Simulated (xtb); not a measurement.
Species: CH$_{6}$OSi, SMILES `C[SiH2]O` (charge 0, multiplicity 1).

Problem. Give a relaxed geometry from GFN2-xTB in xtb.

Solution. This is not unique; one that fits is the end point of this relaxation, one of several conformers (outside a Z-matrix the atoms follow the SMILES, hydrogens last).
Cartesian coordinates (Å) in one orientation:
```xyz
9

C     -1.118    -0.270     0.224
Si     0.731    -0.278    -0.208
O      1.443     1.135     0.177
H     -1.279    -0.032     1.272
H     -1.669     0.460    -0.365
H     -1.568    -1.240     0.037
H      1.489    -1.209     0.617
H      0.877    -0.539    -1.644
H      1.092     1.974    -0.110
```
